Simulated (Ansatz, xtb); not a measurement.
Two structures of F2GeH2Sn

Structure X: a singlet given by its coordinates. Structure Y: a singlet given by its coordinates. Both are isolated molecules in the gas phase, relaxed with B3LYP-D3(BJ)/def2-SVP.

X (Å):

```xyz
6

F     0.2893    2.2719    0.6036
F    -0.1799   -2.0992   -1.1096
Ge   -0.4828    0.9156    1.5031
Sn    0.3630   -0.2039   -1.1422
H    -1.2377    0.3607    0.0208
H     0.7301   -0.1882    0.8823
```

Close contacts (Å): F1–Ge3 1.80, F2–Sn4 1.97, Ge3–Sn4 2.99, Ge3–H5 1.75, Ge3–H6 1.75, Sn4–H5 2.06, Sn4–H6 2.06.

Y (Å):

```xyz
6

F    -0.0356   -1.3526    0.1046
F     2.7322   -0.5218   -0.8408
Ge    0.6022   -0.6590    1.7985
Sn    1.0586    0.4940   -0.6320
H     1.3800   -1.9005    2.3213
H    -0.7414   -0.6531    2.5914
```

Close contacts (Å): F1–Ge3 1.94, F1–Sn4 2.27, F2–Sn4 1.97, Ge3–Sn4 2.73, Ge3–H5 1.56, Ge3–H6 1.56.

Problem. Which of the two would you expect CCSD(T)/def2-SVP + ΔMP2/def2-TZVPP electronic energies to favour?

Solution. Structure Y; the calculation gives E(Y) − E(X) = −14.2 kJ/mol.

How the difference moves with the method:

| level | geometry | E(Y) − E(X) (kJ/mol) | departure from the last row (kJ/mol) | job, with rough time for the two |
| --- | --- | --- | --- | --- |
| B3LYP-D3(BJ)/def2-SVP | B3LYP-D3(BJ)/def2-SVP | −17.1 | −2.9 | optimisation, 45 s |
| HF/def2-SVP | B3LYP-D3(BJ)/def2-SVP | −43.1 | −29.0 | part of the CCSD(T) run |
| MP2/def2-SVP | B3LYP-D3(BJ)/def2-SVP | −39.2 | −25.0 | part of the CCSD(T) run |
| CCSD(T)/def2-SVP | B3LYP-D3(BJ)/def2-SVP | −32.7 | −18.5 | single point |
| CCSD(T)/def2-SVP + ΔMP2/def2-TZVPP | B3LYP-D3(BJ)/def2-SVP | −14.2 |  | single point, 27 s |

None of the levels shown reverses the order. The largest departure from CCSD(T)/def2-SVP + ΔMP2/def2-TZVPP is that of HF/def2-SVP, 29.0 kJ/mol. Levels run at GFN2-xTB geometries aren't shown. The last row adds to CCSD(T) the change of the MP2 difference between the two basis sets, here +18.5 kJ/mol, a large step that makes the value less sure.

With harmonic frequencies from B3LYP-D3(BJ)/def2-SVP (ideal gas, rigid rotor, one conformer each, 298.15 K, 1 atm): the zero-point term adds +2.1 kJ/mol; ΔH is −11.1 and ΔG −10.4 kJ/mol.

The correlated steps freeze 15 core orbitals; the filled d shell of Ge and Sn is correlated, in a basis made for valence electrons. Atoms past krypton carry core potentials in the def2 sets and no spin–orbit term is included. Mirror images aren't counted in ΔG. Run with Ansatz 0.2.0; the last row on 1 thread of AMD EPYC 9R45 96-Core Processor (Zen 5) on a shared host.
